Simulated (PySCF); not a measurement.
B(OH)(NH2)(NMe2) (C₂H₉BN₂O), SMILES CN(C)B(N)O.

Geometry: ωB97X-D3(BJ)/def2-SVP. Other conformers were not sampled.

Two levels are set side by side: PBE/def2-TZVP (PySCF) and CAM-B3LYP/def2-TZVP (PySCF). Same geometry, gas phase. Differences are taken from unrounded values.

| quantity | PBE |
|---|---|
| orbital gap (eV) | 4.86 |
| highest occupied level (eV) | -4.90 |
| lowest empty level (eV) | -0.04 |
| dipole moment (D) | 1.37 |
| mean polarisability (bohr³) | 62.3 |

Q: These are the PBE values. What does CAM-B3LYP give? (An estimate is asked for; the answer gives what the named calculation found.)

A: 
| quantity | CAM-B3LYP | PBE minus CAM-B3LYP |
|---|---|---|
| orbital gap (eV) | 9.13 | -4.27 |
| highest occupied level (eV) | -7.62 | 2.72 |
| lowest empty level (eV) | 1.51 | -1.55 |
| dipole moment (D) | 1.52 | -0.15 |
| mean polarisability (bohr³) | 58.7 | 3.6 |

Without exact exchange PBE keeps part of each electron's self-repulsion, which lifts occupied levels and narrows the gap. PBE's more diffuse valence density responds more strongly to a field. Differences between two approximate levels are no errors against the true value.

Rough cost on one machine, each run with all the roots and properties that it gave: CAM-B3LYP against PBE within a factor of 2.
